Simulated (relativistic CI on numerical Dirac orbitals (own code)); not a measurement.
Os7+: 4f photoemission

Computed with this model: Dirac-Coulomb-Breit CI, KLI orbitals optimised for each configuration, QED by a radiative potential, valence Slater integrals scaled by 0.7, multiplet model of photoemission in the sudden approximation; configurations [Xe] 4f14 5d → [Xe] 4f13 5d; 300 K; Lorentzian 0.25 eV and Gaussian 0.5 eV FWHM. Energies are those of the free ion, without screening or charge transfer. The energies are binding energies and can lie tens of eV above those of solids. S is read from ⟨S²⟩ = S(S + 1).

Field parameters in Wybourne normalisation: Oh B⁴₀ = 21Dq, B⁴₄ = √(5/14) B⁴₀. The field is a parameter set, without covalency.

Computed curve for Oh, 10Dq = 27550 cm⁻¹, scaled to 100 at the maximum (points under 2 are left out and the grid is thinned):

```csv
Energy (eV),Intensity
160.0,2.1
160.2,2.9
160.4,4.2
160.5,5.5
160.7,11.0
160.9,22.3
161.1,35.6
161.3,45.4
161.5,62.1
161.6,74.3
161.8,94.3
162.0,100.0
162.2,92.7
162.4,68.9
162.5,53.1
162.7,26.9
162.9,15.3
163.1,13.5
163.3,14.1
163.5,13.6
163.6,13.5
163.8,17.4
164.0,32.3
164.2,55.1
164.4,70.0
164.6,70.1
164.7,66.9
164.9,60.3
165.1,52.4
165.3,36.4
165.5,20.0
165.6,15.0
165.8,10.5
166.0,8.4
166.2,6.3
166.4,4.9
166.6,4.6
166.7,4.4
166.9,3.3
167.1,2.0
```

The ground state has S = 0.50, and the centroid lies at 163.13 eV.
